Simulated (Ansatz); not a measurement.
Cl2Ga2H4O2 (`[Cl][Ga@H-]1[OH+][Ga@H-]([Cl])[OH+]1`), relaxed with RKS PBE0-D4/def2-TZVP in Ansatz from a GFN2-xTB geometry. The force threshold is 0.005 eV/Å; the program also tests the step.

Charge 0, multiplicity 1.

Start:

```xyz
10

Cl    0.012   -2.382   -1.942
Ga   -0.847   -1.081   -0.585
O     0.331   -0.782    0.965
Ga    0.842    1.081    0.586
Cl   -0.019    2.381    1.940
O    -0.329    0.780   -0.965
H    -2.267   -1.024   -0.050
H     0.569   -1.362    1.692
H     2.264    1.034    0.059
H    -0.556    1.355   -1.701
```

```csv
step,energy (eV),largest force (eV/Å),largest move (Å)
1,-133943.1246,1.589,0.000
2,-133943.4060,0.617,0.188
3,-133943.4466,0.167,0.072
4,-133943.4529,0.114,0.049
5,-133943.4660,0.381,0.095
6,-133943.5072,0.347,0.145
7,-133943.5238,0.320,0.092
8,-133943.5321,0.359,0.039
9,-133943.5414,0.341,0.064
10,-133943.5447,0.157,0.030
11,-133943.5457,0.016,0.014
12,-133943.5457,0.002,0.003
```

End:

```xyz
10

Cl   -0.058   -2.149   -2.126
Ga   -0.917   -1.034   -0.494
O     0.435   -0.807    0.881
Ga    0.917    1.033    0.494
Cl    0.061    2.150    2.126
O    -0.436    0.807   -0.880
H    -2.337   -1.293    0.062
H     0.182   -0.988    1.790
H     2.337    1.291   -0.064
H    -0.184    0.989   -1.790
```

Hardware: 8 threads of an Intel Xeon on a shared host. Wall time 4.6 min, peak host memory 1.2 GiB.
